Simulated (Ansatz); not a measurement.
`C=C(F)[CH2][InH2]` → `C=[C](F)[InH2]` + `[CH2]` (triplet)  (formal loss of a carbene)

Gas-phase electronic energies from Ansatz, PBE0-D4/def2-TZVP geometries. CCSD(T)/CBS adds triple-zeta CCSD(T) − MP2 to the extrapolated MP2 energy (def2 sets, frozen cores). This one scheme is used for every species. Functionals use def2-TZVPP. Triplets are unrestricted, without spin–orbit coupling. Elements past krypton have def2 core potentials. For In outer-core shells are correlated without core-valence functions, which leaves a few kJ/mol of doubt a bond. Each species was taken in one conformer, which may not be the lowest.

| level | ΔE (kJ/mol) | difference from CCSD(T)/CBS |
| --- | --- | --- |
| r2SCAN-D4 | 441.2 | -19.9 |
| PBE-QIDH | 459.6 | -1.5 |
| BLYP | 435.8 | -25.3 |
| r2SCANh | 438.0 | -23.1 |
| r2SCAN0 | 436.0 | -25.1 |
| BHLYP | 434.3 | -26.8 |
| LC-ωPBE | 448.8 | -12.3 |
| HF/def2-SVP | 320.5 | -140.6 |
| MP2/def2-SVP | 455.4 | -5.7 |
| CCSD/def2-SVP | 434.9 | -26.2 |
| CCSD(T)/CBS | 461.1 | 0 |

Largest T1 diagnostic among the species: 0.014.

From PBE to PBE0 (25 % exact exchange), in def2-TZVPP and without D4, ΔE moves by −5.7 kJ/mol. The D4 term adds +11.1 kJ/mol with B3LYP and +6.0 kJ/mol with PBE0; it sums over pairs of atoms, weighted by their polarisabilities, and B3LYP, whose exchange is more repulsive, gets the larger term.

CCSD(T)/CBS has its own doubt, a few kJ/mol and more with outer-core shells, so smaller differences from it don't rank the levels.

B3LYP here is the variant with VWN-RPA as its local correlation; programs differ in this.
